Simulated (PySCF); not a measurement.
Compound: C4H10O2SSi2.
Atom-mapped SMILES: `[CH3:1][S:2][Si@@H:3]1[CH2:4][CH2:5][Si@@H:6]([CH:7]=[O:8])[O:9]1`

Definitions: NICS(0) = −σiso at the ring centroid; NICS(1) = −σiso and NICS(1)zz = −σzz at ±1 Å along the ring normal z. Level: GIAO PBE0/pcSseg-1 (PySCF, non-relativistic, gas phase) on the GFN2-xTB geometry, one conformer.

Ring bond lengths (Å), with Mayer bond orders in brackets: Si3–C4 1.907 (0.89), C4–C5 1.535 (1.01), C5–Si6 1.910 (0.91), Si6–O9 1.636 (0.91), O9–Si3 1.632 (0.94).

Problem. Give the NICS values of each ring in ppm.

Solution. 
```
            ring                                                      type  NICS(0)  NICS(1), two faces  NICS(1)zz, two faces  rms pucker (Å)  centre to ring atoms, mean (Å)
Si3–C4–C5–Si6–O9  5-membered ring with O and 2 Si; formal bonds all single     -4.7         -2.8 / -2.7           -1.3 / -2.5            0.16                            1.45
```

Problem. What do they say, and how far can they be read as aromaticity?

Solution. 
- Si3–C4–C5–Si6–O9: mean NICS(1)zz -1.9 ppm, near zero. Si3, C4, C5, Si6 have four or more neighbours; no verdict on aromaticity is drawn.

Problem. What are the shieldings of the ring atoms and their hydrogens in the same run (means over atoms taken as equivalent)?

Solution. 
```
   atoms                  environment  σ isotropic (ppm)
     Si3         oxygen-bound silicon              323.7
      C4  sp3 carbon bound to silicon              170.9
      C5  sp3 carbon bound to silicon              177.5
     Si6         oxygen-bound silicon              371.3
      O9              siloxane oxygen              278.2
H on Si3                Si–H hydrogen              26.01
 H on C4           methylene hydrogen              30.80
 H on C4           methylene hydrogen              30.24
 H on C5           methylene hydrogen              30.74
 H on C5           methylene hydrogen              30.51
H on Si6                Si–H hydrogen              27.10
```

Time: 1.9 min of wall time (with the writing of density and orbital grids); peak memory 1.1 GiB. Hardware: one thread, Arm Neoverse N1 (aarch64), on a shared host. This is the whole shielding run at PBE0/pcSseg-1, SCF included.
